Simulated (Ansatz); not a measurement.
Total energies of AlBrFH2ISi.

```csv
atom,x (Å),y (Å),z (Å)
F1,0.229,-1.713,1.656
Si2,-0.131,-1.021,0.267
Al3,-0.402,1.365,-0.049
Br4,1.892,0.156,-0.314
I5,-0.375,-2.826,-1.338
H6,-0.333,2.237,1.263
H7,-0.881,1.803,-1.486
```

Charge 0, multiplicity 1. Correlated methods include outer-core shells of Br, I, which these sets cover unevenly. Scalar relativity is left out up to krypton. I takes the def2 core potential. The bonds changed during the relaxation, so this is another structure than the one it started from. The geometry is a stationary point of PBE0-D4/def2-TZVP. Basis def2-TZVPP, Ansatz.

RPA on PBE orbitals: Hartree–Fock energy of these orbitals -3500.66075 Eh, correlation -1.75316 Eh (frozen core).

| functional | energy without D4 (Eh) | D4 term (kJ/mol) |
| --- | --- | --- |
| LDA (SPW92) | -3498.21847 | – |
| revPBE | -3504.70538 | -58.5 |
| BLYP | -3504.99551 | -55.9 |
| r2SCAN | -3505.04766 | -5.8 |
| B3LYP | -3505.19917 | -44.5 |
| r2SCANh | -3505.02733 | -6.6 |
| r2SCAN0 | -3504.99833 | -7.4 |
| BHLYP | -3504.94248 | -43.7 |
| ωB97X-V | -3504.66772 | – |
| ωB97M-V | -3504.81674 | – |

(1) Give the same for PBE, B97M-V, PBE0, HSE06 (plane-wave form), CAM-B3LYP, LC-ωPBE, B2PLYP, PBE-QIDH. (Best estimate.)

B3LYP takes the VWN-RPA correlation (the form of Gaussian; ORCA's B3LYP/G). HSE06 is the plane-wave form, built on full-range PBE exchange. The double hybrids freeze the cores in their second-order part.

Results:

(1) Computed: 
| functional | energy without D4 (Eh) | D4 term (kJ/mol) |
| --- | --- | --- |
| PBE | -3504.25771 | -26.8 |
| B97M-V | -3504.39545 | – |
| PBE0 | -3504.42205 | -23.3 |
| HSE06 (plane-wave form) | -3504.40866 | -22.4 |
| CAM-B3LYP | -3505.14933 | -24.8 |
| LC-ωPBE | -3504.48198 | – |
| B2PLYP | -3504.19599 | – |
| PBE-QIDH | -3503.77534 | – |

LC-ωPBE has ω = 0.4 bohr⁻¹.
